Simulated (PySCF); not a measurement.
N: excitation energy

N [He] 2s2 2p3 (4S) → N [He] 2s1 2p4 (4P), as a difference of total energies. All numbers are calculated (PySCF 2.14, the non-relativistic Hamiltonian (point nucleus), in dyall-av2z (11s7p2d, 42 functions)). Correlated levels: valence: 1s2 frozen; virtual orbitals above 40 to 60 times the deepest correlated orbital energy dropped. The calculations carry no spin-orbit coupling.

```csv
method,excitation energy (cm⁻¹)
UHF,87936
MP2 (valence),88880
SCS-MP2 (valence),88924
CCSD (valence),87617
CCSD(T) (valence),87071
CCSDT (valence),89275
```

Errors of the correlated levels include the incompleteness of this basis and the frozen core.

The coupled-cluster amplitudes are large for the upper state (T1 above 0.03 or a double amplitude above 0.15), so a single reference is strained.

For comparison: 88132 cm⁻¹ (measured; NIST levels, between the centres of gravity of the two terms).
